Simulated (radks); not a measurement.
Problem. Isoelectronic series with 13 electrons, all held in the configuration [Ne] 3s2 3p1, which need not be the ground one along the series. Calculated with a radial shooting solver on a logarithmic mesh with Libxc functionals: Dirac Kohn-Sham, PBE, spin-unpolarised, spherical densities, finite nucleus; open shells are shared between the two j in proportion to 2j + 1; Fermi nuclear charge, rms radius of each element as measured or else 0.836 A^(1/3) + 0.57 fm. Total energies (hartree) and mean radii <r> (bohr):

ion    E (hartree)   3p3/2   3p1/2   3s1/2   2p3/2
Al      -242.68477   3.451   3.442   2.543  0.6042
Si+     -289.55258   2.460   2.454   2.057  0.5379
P2+     -340.84130   1.973   1.968   1.743  0.4849
S3+     -396.54406   1.665   1.660   1.520  0.4415
Ar5+    -521.19803   1.284   1.280   1.219  0.3746
K6+     -590.16037   1.156   1.151   1.111  0.3483
Ca7+    -663.55686   1.052   1.048   1.022  0.3254
Sc8+    -741.39714  0.9661  0.9617  0.9459  0.3054
Ti9+    -823.69200  0.8937  0.8892  0.8809  0.2876
V10+    -910.45321  0.8316  0.8271  0.8245  0.2719
Cr11+  -1001.69334  0.7778  0.7732  0.7749  0.2577
Mn12+  -1097.42590  0.7308  0.7261  0.7310  0.2450
Fe13+  -1197.66533  0.6891  0.6844  0.6919  0.2334
Co14+  -1302.42674  0.6521  0.6473  0.6567  0.2229
Ni15+  -1411.72634  0.6189  0.6139  0.6250  0.2133

Estimate the row of Cl4+.

Solution. E (hartree) -456.66150; 3p3/2 1.448; 3p1/2 1.443; 3s1/2 1.352; 2p3/2 0.4053.
